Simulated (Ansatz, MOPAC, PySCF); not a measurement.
System: H4BN2O (charge 0, doublet). SMILES: [NH]B(N)O
Coordinates optimised at B3LYP-D3(BJ)/def2-TZVP (Ansatz, a quantum-chemistry and plane-wave program):
```
B
O 1 1.3792
H 2 0.9619 1 112.27
N 1 1.4099 2 118.36 3 -173.71
H 4 1.0037 1 123.45 2 179.16
H 4 1.0062 5 114.35 1 169.66
N 1 1.4601 2 118.95 3 2.54
H 7 1.0208 1 115.11 2 122.09
```
Charge 0, spin multiplicity 2.

Unscaled harmonic wavenumbers (cm⁻¹) in rising order, each level at the stationary point that it reaches from this structure (no distance between atoms moves by over 0.3 Å); the order of modes can differ between levels, and a negative number is imaginary. B3LYP-D3(BJ)/def2-TZVP (PySCF, at the structure above): 169, 353, 388, 402, 445, 530, 580, 829, 883, 905, 1020, 1345, 1389, 1627, 3465, 3600, 3701, 3842.

PM6 (MOPAC): 263, 342, 350, 364, 443, 472, 522, 805, 893, 937, 977, 1346, 1420, 1581, 2456, 2793, 2834, 2849. Zero-point energy 30.9 against 36.4 kcal/mol; where all levels lie over 400 cm⁻¹, the wavenumbers are on average 0.911 times those of B3LYP-D3(BJ)/def2-TZVP.

HF/3-21G (Ansatz): 200, 377, 416, 456, 541, 556, 707, 852, 925, 1003, 1063, 1456, 1528, 1810, 3552, 3757, 3858, 3946. Zero-point energy 38.6 against 36.4 kcal/mol; where all levels lie over 400 cm⁻¹, the wavenumbers are on average 1.082 times those of B3LYP-D3(BJ)/def2-TZVP.

HF/6-31G* (Ansatz): 207, 372, 394, 428, 477, 557, 611, 869, 975, 984, 1101, 1461, 1482, 1794, 3701, 3842, 3944, 4140. Zero-point energy 39.1 against 36.4 kcal/mol; where all levels lie over 400 cm⁻¹, the wavenumbers are on average 1.073 times those of B3LYP-D3(BJ)/def2-TZVP.

B3LYP/6-31G* (Ansatz): 214, 340, 370, 400, 448, 552, 588, 825, 895, 932, 1042, 1357, 1408, 1654, 3435, 3598, 3699, 3791. Zero-point energy 36.5 against 36.4 kcal/mol; where all levels lie over 400 cm⁻¹, the wavenumbers are on average 1.010 times those of B3LYP-D3(BJ)/def2-TZVP.
